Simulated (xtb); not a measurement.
BH3N, SMILES [BH]N (connectivity only; charge and spin as stated), charge +1, multiplicity 1. All values are semi-empirical tight-binding results from xtb (GFN2-xTB unless named), good for trends rather than for accurate numbers. Geometry: GFN2-xTB. The multiplicity is an assumed one; other spin states were not compared. The isomer is the one that the SMILES or the coordinates give; other isomers of the formula were not compared.

Q: Estimate the properties. (The exact figures need the calculation; the answer reports its results.)

A: 
```yaml
point_group_as_xtb_finds_it: C2v
orbital_gap: 5.18 eV
zero_point_energy: 21.1 kcal/mol
G − E(el) at 298.15 K (modified RRHO): 7.8 kcal/mol
static polarisability (D4 model): 23.9 bohr³
solvation energy, GFN2-xTB/ALPB(water): -71.2 kcal/mol
solvation energy, GFN2-xTB/ALPB(thf): -61.9 kcal/mol
```

Q: Give the IR lines (harmonic; lines under 4 % of the strongest left out, lines within 3 cm⁻¹ merged). (The exact figures need the calculation; the answer reports its results.)

A: ν (cm⁻¹): 638 (s), 641 (w), 792 (vs), 1246 (s), 1677 (s), 2827 (w), 3207 (vs), 3250 (s) (against the strongest line: vs over 80 %, s over 45 %, m over 15 %, w over 4 %, vw less)
